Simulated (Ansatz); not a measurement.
The molecule SnMo, multiplicity 9 (lowest of 2S+1 = 1, 3, 5, 7, 9 at CCSD(T)/def2-TZVPP on PBE0 minima; our sources give no spin for the ground state, which may be another). No spin–orbit coupling.

The constants come from a fifth-degree fit in 1/R (seven points, main isotopes). In def2 and cc sets the state is the lowest found near the PBE0 minimum, followed along R.

Programs: Ansatz (a program for electronic structure) with Gaussian orbitals. Values without a source in brackets are computed. In def2 rows elements past Kr take small-core potentials, without spin–orbit coupling.

| level | r_e (Å) | ω_e (cm⁻¹) | α_e (cm⁻¹) | ω_e x_e (cm⁻¹) | dipole (D) |
|---|---|---|---|---|---|
| SVWN5/def2-TZVPP | 2.845 | 145 | 0.00018 | 0.56 | 2.04 |
| PBE/def2-TZVPP | 2.935 | 128 | 0.00018 | 0.56 | 2.35 |
| r2SCAN/def2-TZVPP | 2.912 | 133 | 0.00018 | 0.57 | 2.63 |
| B97M-V/def2-TZVPP | 2.984 | 120 | 0.00018 | 0.56 | 2.35 |
| B3LYP/def2-TZVPP | 2.971 | 119 | 0.00020 | 0.63 | 2.80 |
| PBE0/def2-TZVPP | 2.917 | 131 | 0.00019 | 0.59 | 3.00 |
| BHLYP/def2-TZVPP | 2.956 | 123 | 0.00020 | 0.66 | 3.61 |
| CAM-B3LYP/def2-TZVPP | 2.925 | 128 | 0.00020 | 0.67 | 3.35 |
| wB97X-V/def2-TZVPP | 2.899 | 136 | 0.00019 | 0.65 | 3.72 |
| wB97M-V/def2-TZVPP | 2.888 | 139 | 0.00019 | 0.64 | 3.43 |
| B2PLYP/def2-TZVPP | 2.917 | 130 | 0.00020 | 0.64 | - |
| CCSD/def2-TZVPP | 2.891 | 136 | 0.00019 | 0.65 | - |
| CCSD(T)/def2-TZVPP | 2.876 | 140 | 0.00019 | 0.63 | - |

Correlated levels freeze the inner cores; with def2 sets outer-core shells near the valence are correlated too.
